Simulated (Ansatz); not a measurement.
Task: Name a neutral molecule of Al, C, F, N and H with size of the dipole moment (PBE/def2-TZVPP) between 1.10 and 1.40 D and zero-point energy (PBE0-D4/def2-TZVP) between 235 and 251 kJ/mol (Ansatz, PBE0-D4/def2-TZVP geometry).

Result: `[CH3][Al]([F])[CH2]N` (1.38 D, 240.5 kJ/mol). Other molecules can fit too; these were computed, each in one conformer that needn't be the lowest.
